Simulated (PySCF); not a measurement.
**MP2 beside CCSD(T) along the fifth-period p block: bonds to In**

MP2 and CCSD(T) in PySCF with def2-SVP on every atom (core potentials on In, Sn, Sb, I), for the lowest determinant that a PBE0 search found; no spin–orbit coupling.

| molecule | state (unpaired electrons) | MP2 Re (Å) | MP2 ωe (cm⁻¹) | MP2 De (eV) | CCSD(T) Re (Å) | CCSD(T) ωe (cm⁻¹) | CCSD(T) De (eV) |
| --- | --- | --- | --- | --- | --- | --- | --- |
| In2 | triplet (σ ↑, π ↑) | 3.027 | 126 | 1.07 | 3.055 | 120 | 1.07 |
| InSn | quartet (σ ↑, π ↑↑) | 2.849 | 155 | 1.82 | ? | ? | ? |
| InSb | triplet (π ↑↑) | 2.961 | 148 | 1.21 | 2.985 | 142 | 1.25 |
| InI | singlet (closed shell) | 2.787 | 181 | 3.47 | 2.796 | 179 | 3.34 |

Task: Estimate the CCSD(T) values of InSn by adding the mean shift from MP2 to CCSD(T) of the other rows, and compare with the calculation.

Result: The mean shifts are +2.0 pm, -5 cm⁻¹ and -0.03 eV, which give 2.869 Å, 150 cm⁻¹ and 1.79 eV. CCSD(T)/def2-SVP gives Re = 2.874 Å, ωe = 150 cm⁻¹, De = 1.79 eV.

Task: What are the mean differences of MP2 from CCSD(T) over the whole series?

Result: Re -2.1 pm, ωe +5 cm⁻¹, De +0.03 eV.

In a basis of this size CCSD(T) is itself not converged; it tends to give bonds that are too long and too weak.

Correlated steps freeze 8 core orbitals. Correlated levels converge slowly with the basis: in double zeta they bind strong bonds too weakly, by up to about 1 eV, and carry superposition errors of some tenths. These are scalar-relativistic numbers at best; spin–orbit coupling would shift them, the dissociation energy most. Where the molecule has an RHF reference, its open-shell atoms are computed with UHF. States were picked by a PBE0 search and need not be the measured ground states.
